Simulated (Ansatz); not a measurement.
`[CH3][GeH]([NH2])[Cl]` + H–F → `[NH2][GeH]([F])[Cl]` + CH₄ at 400 K and 1 bar (ligand exchange at a Ge–C bond).

Program: Ansatz. Geometries: PBE0-D4/def2-TZVP. ΔE: electronic, gas phase. CCSD(T)/CBS adds triple-zeta CCSD(T) − MP2 to the extrapolated MP2 energy (def2 sets, frozen cores). This one scheme is used for every species. For Ge outer-core shells are correlated without core-valence functions, which leaves a few kJ/mol of doubt a bond. Scalar relativity is left out up to krypton. One conformer a species, not always the lowest.

```tsv
species	CCSD(T)/CBS energy (Eh)	H − E (kJ/mol)	S (J/(mol·K))
`[CH3][GeH]([NH2])[Cl]`	-2632.32972	222.3	380.6
H–F	-100.39570	36.5	182.2
`[NH2][GeH]([F])[Cl]`	-2692.28962	127.3	358.9
CH₄	-40.46206	131.3	197.2
```

H − E and S are ideal-gas, rigid-rotor, harmonic terms from PBE0-D4/def2-TZVP, for one conformer and one mirror image of each species. 1 Eh = 2625.50 kJ/mol, R = 8.31446 J/(mol·K).

**Question.** By hand: ΔE, ΔH, ΔS and ΔG.

**Answer.** ΔE = (-2692.28962) + (-40.46206) − (-2632.32972) − (-100.39570) = -0.02626 Eh = -68.9 kJ/mol. Δ(H − E) = 127.3 + 131.3 − 222.3 − 36.5 = -0.2, so ΔH = -69.1 kJ/mol. ΔS = 358.9 + 197.2 − 380.6 − 182.2 = -6.7 J/(mol·K). ΔG = -69.1 − 400 × (-6.7)/1000 = -66.4 kJ/mol.

**Question.** By hand: the equilibrium constant, and the temperature at which ΔG would vanish if ΔH and ΔS stayed fixed.

**Answer.** log₁₀ K = −ΔG/(RT ln 10) = 8.7. ΔG = 0 at ΔH/ΔS = 10313 K, far beyond where these terms or the molecules hold.

The number of gas molecules stays the same, so ΔS is small and ΔH decides. A doubt of 5 kJ/mol in ΔE shifts log₁₀ K by 0.7 here. Other conformers and mirror images would add mixing entropy, several J/(mol·K) or more a flexible species. These are equilibria of isolated gas molecules and say nothing of rates. Largest T1 diagnostic: 0.011 (customary marks: 0.02 for closed shells, 0.045 for open ones).
